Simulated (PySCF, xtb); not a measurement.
Potential energy curve for SeH, doublet.

Levels of theory: GFN1-xTB (xtb); UHF/3-21G = unrestricted Hartree-Fock/3-21G run with PySCF 2.14.0; UMP2/3-21G = unrestricted MP2 (frozen core)/3-21G (PySCF); UCCSD(T) = CCSD(T) on UHF/def2-TZVP, 9 core orbitals frozen (PySCF).

Energies relative to the lowest point of each curve near equilibrium, in mEh; the last columns give the difference from UCCSD(T):

```
R / Å  GFN1-xTB  UHF/3-21G  UMP2/3-21G  UCCSD(T)  GFN1-xTB − UCCSD(T)  UHF/3-21G − UCCSD(T)  UMP2/3-21G − UCCSD(T)
-----  --------  ---------  ----------  --------  -------------------  --------------------  ---------------------
1.19       45.1       50.1        53.3      51.7                 -6.7                  -1.6                    1.5
1.26       20.0       25.0        27.5      25.6                 -5.6                  -0.6                    1.9
1.33        6.6       10.1        11.8      10.1                 -3.5                   0.0                    1.7
1.38        1.9        4.0         5.2       3.9                 -2.0                   0.2                    1.4
1.42        0.2        1.3         2.1       1.1                 -1.0                   0.2                    0.9
1.47        0.0        0.0         0.2       0.0                  0.0                   0.0                    0.2
1.50        0.7        0.1         0.0       0.3                  0.4                  -0.2                   -0.3
1.54        2.5        1.2         0.6       1.7                  0.9                  -0.5                   -1.1
1.61        7.5        5.0         3.6       6.1                  1.4                  -1.1                   -2.5
1.70       16.6       12.4        10.3      14.5                  2.1                  -2.1                   -4.2
1.82       32.0       24.6        23.6      28.2                  3.8                  -3.6                   -4.6
```

GFN1-xTB is furthest from UCCSD(T) at 1.19 (-6.7 mEh, below); its mean absolute difference over the points is 2.5 mEh.

UHF/3-21G is furthest from UCCSD(T) at 1.82 (-3.6 mEh, below); its mean absolute difference over the points is 0.9 mEh.

UMP2/3-21G is furthest from UCCSD(T) at 1.82 (-4.6 mEh, below); its mean absolute difference over the points is 1.9 mEh.

The scan ran from 1.19 to 5.89 Å; beyond the distances shown one of the unrestricted levels run for this scan, shown here or not, changes its spin distribution in one step.
